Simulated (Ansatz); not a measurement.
Born–Oppenheimer molecular dynamics of H6O3SSn (11 atoms, charge 0, multiplicity 1). It starts at the highest image of a converged band. Of that band: Neighbouring images differ by up to 1.5 eV, so the band resolves the path poorly. A vibrational analysis at the climbing image gives one clearly imaginary mode, 1258i cm⁻¹: a first-order saddle point.

The calculation used RKS BLYP-D4/def2-SVP in Ansatz.

```
ensemble                      : NVE (velocity Verlet)
time step                     : 0.5 fs
steps asked                   : 200
starting velocities drawn for : 300 K
seed                          : 3929
```

First frame:

```xyz
11
Properties=species:S:1:pos:R:3
Sn -0.218 -0.194 -0.141
S 1.486 0.513 1.905
O -0.465 -1.901 -1.205
O -1.853 -0.465 1.015
O -0.509 1.625 -0.961
H 1.971 0.169 0.364
H 1.737 -0.126 -0.654
H 1.255 1.802 1.515
H 0.272 -1.986 -1.847
H -2.247 -1.323 0.747
H -1.430 1.885 -0.739
```

Question: How far do the bonds stretch over the last three quarters of this one trajectory? (Pairs bonded in most of those frames.)

Answer: 
```csv
bond,mean (Å),spread (Å),shortest,longest
Sn1–O3,2.038,0.014,2.01,2.06
Sn1–O4,2.023,0.031,1.98,2.07
Sn1–O5,2.019,0.028,1.98,2.06
Sn1–H7,1.775,0.124,1.58,1.98
S2–H6,1.383,0.067,1.28,1.48
S2–H8,1.367,0.033,1.31,1.42
O3–H9,0.980,0.004,0.97,0.99
O4–H10,0.984,0.030,0.94,1.03
O5–H11,0.984,0.027,0.94,1.02
```

Mean temperature of the second half: 944 K. The conserved energy stayed within 0.28 meV per atom of its start (net change 0.01 meV per atom), so the integration is sound. The system heated up, since it started high on the potential surface and ran downhill. A run of 0.1 ps of so small a system gives no equilibrium averages. The orbitals stay closed-shell, which can raise the energy where a bond breaks towards radicals; this wasn't checked here.

Time of the run: 3.3 min on 2 threads of AMD EPYC 9R45 96-Core Processor (Zen 5), with other jobs on the host, peak memory 0.18 GiB.
